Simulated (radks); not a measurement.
Results of a calculation; reference values are marked as such.
All-electron atom: Pd in [Kr] 4d10 (the NIST ground configuration). Level of theory: Dirac Kohn-Sham, BLYP, spin-unpolarised, spherical densities, finite nucleus; Fermi nuclear charge, rms radius 4.5318 fm (a radial shooting solver on a logarithmic mesh with Libxc functionals). Some entries of the table are withheld. Estimate them.

| orbital | occ. | eigenvalue (eV) | <1/r> (bohr^-1) |
|---|---|---|---|
| 1s1/2 | 2 | -24155.86 | 48.24 |
| 2s1/2 | 2 | -3525.984 | 11.09 |
| 2p1/2 | 2 | -3271.003 | (1) |
| 2p3/2 | 4 | -3111.513 | (2) |
| 3s1/2 | 2 | -635.4549 | 3.862 |
| 3p1/2 | 2 | -534.8029 | 3.767 |
| 3p3/2 | 4 | -507.0108 | 3.611 |
| 3d3/2 | 4 | -328.6509 | 3.444 |
| 3d5/2 | 6 | -323.1086 | 3.404 |
| 4s1/2 | 2 | -85.2931 | 1.464 |
| 4p1/2 | 2 | -54.2287 | (3) |
| 4p3/2 | 4 | -49.7707 | (4) |
| 4d3/2 | 4 | -4.2948 | (5) |
| 4d5/2 | 6 | -3.8593 | (6) |

Answer. 
(1) 2p1/2 <1/r> (bohr^-1): 11.07
(2) 2p3/2 <1/r> (bohr^-1): 10.43
(3) 4p1/2 <1/r> (bohr^-1): 1.338
(4) 4p3/2 <1/r> (bohr^-1): 1.288
(5) 4d3/2 <1/r> (bohr^-1): 0.8905
(6) 4d5/2 <1/r> (bohr^-1): 0.8723
